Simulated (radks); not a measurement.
Problem. The table gives one normalised radial function P(r) = r R(r) of Ti3+ in [Ar] 3d1 (r in bohr). Calculated with a radial shooting solver on a logarithmic mesh with Libxc functionals: scalar-relativistic Kohn-Sham, PBE, spin-unpolarised, spherical densities, finite nucleus; Fermi nuclear charge, rms radius 3.5921 fm.

r	P
0.005348	0.0035
0.006798	0.0055
0.008642	0.0086
0.01099	0.0134
0.01397	0.0208
0.0179	0.0326
0.02275	0.0497
0.02892	0.0747
0.03677	0.1105
0.04674	0.1597
0.0599	0.2269
0.07614	0.3070
0.0968	0.3963
0.1231	0.4805
0.1564	0.5352
0.2005	0.5240
0.2548	0.4104
0.324	0.1740
0.4118	-0.1703
0.5236	-0.5579
0.6656	-0.8858
0.8529	-1.0478
1.084	-0.9824
1.378	-0.7465
1.752	-0.4547
2.228	-0.2159
2.854	-0.0727
3.629	-0.0171
4.613	-0.0025

Which n and l does it have? It may be an empty orbital.

Solution. n = 3, l = 1: the number of nodes gives n - l - 1 = 1, the rise at small r (about r^(l+1)) gives l, and the extent must fit the shell. The curve is that of 3p. 3p: eigenvalue -70.922 eV, 1 radial node at r = 0.368 bohr, <r> = 1.06 bohr, 90 % of the charge inside 1.62 bohr.
